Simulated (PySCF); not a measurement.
## Correlation energy of Cl²⁺ (chlorine, charge +2)

[Ne] 3s2 3p3, high-spin 4S determinant. All numbers are calculated (PySCF 2.14, no relativity, point nucleus, in def2-SVP). Frozen: [Ne]; 5 electrons correlated.

MP2 pair energies summed by pair of shells (mhartree):

```tsv
pair	energy	share (%)
3s-3p	-47.18	65.0
3p-3p	-17.72	24.4
3s-3s	-7.69	10.6
```

Total MP2 correlation energy: -72.58 mhartree.

Same-spin part -19.41 and opposite-spin part -53.18 mhartree; SCS-MP2 scales them by 1/3 and 6/5 to -70.28 mhartree.

```json
{"level": "CCSD", "correlation energy (mhartree)": "-91.68"}
{"level": "(T)", "correlation energy (mhartree)": "-0.86"}
{"level": "CCSD(T)", "correlation energy (mhartree)": "-92.54"}
```

Diagnostics: T1 = 0.0019, D1 = 0.0051, largest double amplitude 0.059.

Cost of the coupled-cluster step: 0.06 s of wall time on 1 thread of Neoverse-V2 (shared host), for 5 correlated electrons.
